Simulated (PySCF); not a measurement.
The multiplicity is imposed and other spin states were not computed.

Cartesian coordinates (Å):
```xyz
5

Hf     0.0000     0.0000     0.0000
F     -0.4923    -1.4957     1.0903
F     -1.5266     1.1255    -0.2669
F      1.3838     0.9972     0.8713
F      0.6351    -0.6269    -1.6947
```
Charge 0, multiplicity 1.

**Question.** Estimate the LUMO, dipole moment and charge on the central atom (Mulliken) that PBE-D3(BJ)/def2-TZVP // PBE-D3(BJ)/def2-SVP run with PySCF 2.14.0 returns for this input.

**Answer.** 
The LUMO is -1.71 eV. The dipole moment comes out as 0.00 D and the charge on the central atom (Mulliken) comes out as 1.54 e.
